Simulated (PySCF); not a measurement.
B(H)(Me)(PH2) (CH6BP), SMILES CBP. Geometry: PBE0-D3(BJ)/def2-TZVP. The values are those of a single conformer.

Computed equilibrium geometry at PBE0-D3(BJ)/def2-TZVP (PySCF confirms it by a frequency run) as bond lengths and angles (one conformer of several):
Atoms: B1 H2 C3 H4 H5 H6 P7 H8 H9. Bonds (Å): B1–H2 1.199, B1–C3 1.557, B1–P7 1.878, C3–H4 1.099, C3–H5 1.091, C3–H6 1.096, P7–H8 1.413, P7–H9 1.412. Bond angles (°): H2–B1–C3 119.9, H2–B1–P7 116.4, C3–B1–P7 123.4, B1–C3–H4 107.6, B1–C3–H5 115.8, B1–C3–H6 111.0, H4–C3–H5 108.0, H4–C3–H6 104.9, H5–C3–H6 109.1, B1–P7–H8 102.8, B1–P7–H9 102.7, H8–P7–H9 99.2.
